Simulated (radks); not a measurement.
Isoelectronic series with 12 electrons, all held in the configuration [Ne] 3s2, which need not be the ground one along the series. Method: Dirac Kohn-Sham, PBE, spin-unpolarised, spherical densities, point nucleus; computed with a radial shooting solver on a logarithmic mesh with Libxc functionals. Total energies (hartree) and orbital eigenvalues (hartree):

| ion | E (hartree) | 3s1/2 | 2p3/2 | 2p1/2 |
|---|---|---|---|---|
| Mg | -200.27996 | -0.17292 | -1.70929 | -1.71989 |
| Si2+ | -288.96505 | -1.04865 | -4.28790 | -4.31179 |
| S4+ | -394.82466 | -2.42264 | -7.92814 | -7.97509 |
| Ar6+ | -517.87265 | -4.26481 | -12.59143 | -12.67515 |
| Ca8+ | -658.16505 | -6.56728 | -18.26680 | -18.40565 |
| Ti10+ | -815.77847 | -9.32790 | -24.94989 | -25.16758 |
| Cr12+ | -990.80467 | -12.54686 | -32.63889 | -32.96521 |
| Fe14+ | -1183.34876 | -16.22557 | -41.33319 | -41.80483 |
| Ni16+ | -1393.52866 | -20.36624 | -51.03292 | -51.69420 |
| Zn18+ | -1621.47500 | -24.97170 | -61.73866 | -62.64243 |
| Ge20+ | -1867.33138 | -30.04526 | -73.45135 | -74.65982 |
| Se22+ | -2131.25471 | -35.59073 | -86.17222 | -87.75788 |
| Kr24+ | -2413.41573 | -41.61235 | -99.90272 | -101.9493 |
| Sr26+ | -2713.99957 | -48.11481 | -114.6445 | -117.2480 |
| Zr28+ | -3033.20647 | -55.10326 | -130.3995 | -133.6692 |
| Mo30+ | -3371.25252 | -62.58328 | -147.1696 | -151.2295 |
| Ru32+ | -3728.37056 | -70.56097 | -164.9572 | -169.9467 |
| Pd34+ | -4104.81112 | -79.04291 | -183.7647 | -189.8403 |
